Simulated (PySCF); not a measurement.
C3H9OSi2 (doublet state).
Structure used (GFN2-xTB), in Å, numbered top down from 1:
```
atom  x, y, z in Å
C1    -2.731    0.931   -0.639
Si2   -1.464   -0.241   -0.020
C3     0.229    0.335   -0.785
C4     1.256   -0.651   -0.404
O5     1.466   -1.663   -1.045
Si6    2.288   -0.364    1.198
H7    -3.131    0.878   -1.637
H8    -3.093    1.759   -0.057
H9    -1.681   -1.616   -0.472
H10   -1.310   -0.172    1.437
H11    0.102    0.365   -1.866
H12    0.466    1.328   -0.410
H13    2.267   -1.605    1.964
H14    1.689    0.745    1.945
H15    3.643   -0.021    0.769
```

The hyperfine couplings belong to this conformer and change with its torsions.

As a line formula: `C(C(=O)[SiH3])[SiH2][CH2]` [radical].

Level of theory: UKS B3LYP, pcH-1 on C H O Si, non-relativistic, mean-field spin-orbit, GIAO (PySCF). Geometry: GFN2-xTB, one conformer, isolated molecule. The geometry wasn't refined by DFT: couplings that depend on bond lengths, twists or pyramidal angles can differ widely from those at the functional's own minimum. The SCF solution wasn't tested for stability.

The largest Mulliken spin population is on C1 (+1.04). The angles at C1 add up to 359.9°, so it is planar; its axial dipolar tensor and the negative couplings of its protons fit spin in a p orbital normal to that plane.

Find Q in a(H) = Q·ρ(C) for the protons on the planar carbons that carry spin.

```
 H   C    ρ(C)  a(H) (G)  a/ρ (G)
H7  C1  +1.036    -20.56    -19.9
H8  C1  +1.036    -20.70    -20.0
```

These protons share one ρ (within 0.01), so their mean ratio, Q = -19.9 G, is no test of linearity.

Couplings in gauss use g_iso = 2.0026.
